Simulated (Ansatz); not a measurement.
Geometry optimisation of the cluster V₃.

```yaml
crystal:
  periodic: [false, false, false]
  atoms:
    - {symbol: V, position_ang: [0.268426, 0.619286, -0.880946]}
    - {symbol: V, position_ang: [0.822620, -0.741356, 0.094459]}
    - {symbol: V, position_ang: [-1.091055, 0.122070, 0.786497]}
basis:
  gaussian: {orbitals: def2-TZVP}
magnetization: {spin_polarized: true, initial_magnetization: 3}
hamiltonian: {xc: pbe, dispersion: d4}
scf: {lower_state_search: "off"}
output: {orbitals: {seedname: orbitals}}
relax: {f_tol: 0.02, max_steps: 100}
```

```sh
$ ansatz run in.yaml --threads 2 --pin off --events-out ev --progress --plain --max-ram 4352MiB
```

Output, abridged:

```
Functional definition: PBE
mean field -77041.10353244 eV, -2831.2083344816 hartree, gradient 2.0e-6 eV, S^2 4.117213; 0 other end points of the search recorded, 0 dependent functions left out
relax step   1: F+E_penalty+E_count = -77041.19608124 eV  Δ(F+E_penalty+E_count) = +0.000e0 eV  max|allowed force component| = 1.610e0 eV/Å  Δτ_max = 0.0000 Å  (112 SCF iters, accepted)
mean field -77041.21597135 eV, -2831.2124665355 hartree, gradient 5.7e-6 eV, S^2 4.224007; 0 other end points of the search recorded, 0 dependent functions left out
relax step   2: F+E_penalty+E_count = -77041.30845454 eV  Δ(F+E_penalty+E_count) = -1.124e-1 eV  max|allowed force component| = 1.088e0 eV/Å  Δτ_max = 0.0447 Å  (33 SCF iters, accepted)
mean field -77041.33223906 eV, -2831.2167392950 hartree, gradient 2.0e-6 eV, S^2 4.450002; 0 other end points of the search recorded, 0 dependent functions left out
relax step   3: F+E_penalty+E_count = -77041.42455048 eV  Δ(F+E_penalty+E_count) = -1.161e-1 eV  max|allowed force component| = 3.324e-1 eV/Å  Δτ_max = 0.1116 Å  (45 SCF iters, accepted)
mean field -77041.33746244 eV, -2831.2169312507 hartree, gradient 5.9e-6 eV, S^2 4.508999; 0 other end points of the search recorded, 0 dependent functions left out
relax step   4: F+E_penalty+E_count = -77041.42973415 eV  Δ(F+E_penalty+E_count) = -5.184e-3 eV  max|allowed force component| = 7.778e-2 eV/Å  Δτ_max = 0.0211 Å  (34 SCF iters, accepted)
mean field -77041.33765535 eV, -2831.2169383400 hartree, gradient 2.8e-6 eV, S^2 4.502546; 0 other end points of the search recorded, 0 dependent functions left out
relax step   5: F+E_penalty+E_count = -77041.42993071 eV  Δ(F+E_penalty+E_count) = -1.966e-4 eV  max|allowed force component| = 2.483e-3 eV/Å  Δτ_max = 0.0021 Å  (34 SCF iters, accepted)
Total energy: -77041.42996396 eV, -2831.2203306186 hartree
Atom 0 at     0.341121     0.608288    -0.930316 Å, force    -0.001045     0.002483    -0.001752 eV/Å
Atom 1 at     0.891984    -0.746013     0.041171 Å, force    -0.000632    -0.001808     0.002444 eV/Å
Atom 2 at    -1.233114     0.137725     0.889155 Å, force     0.001677    -0.000675    -0.000693 eV/Å
Dipole moment:    -0.189925     0.021233     0.136926 e Å
Checks for a lower state left out: stability, starts, cluster_reference, orbital_swaps, neighbouring_geometries, increment
```

It took 8.5 s on 2 threads of AMD EPYC 9R45 on a shared host.

The charge 0 quartet is spin-contaminated (final ⟨S²⟩ up to 4.50, 3.75 for a pure state). The order of the spin states hangs on the level: the sextet lies 0.26 eV below the quartet at PBE0-D4/def2-TZVP, but 0.24 eV above it at PBE-D4/def2-TZVP. The structure comes from a short search, and lower isomers may exist.
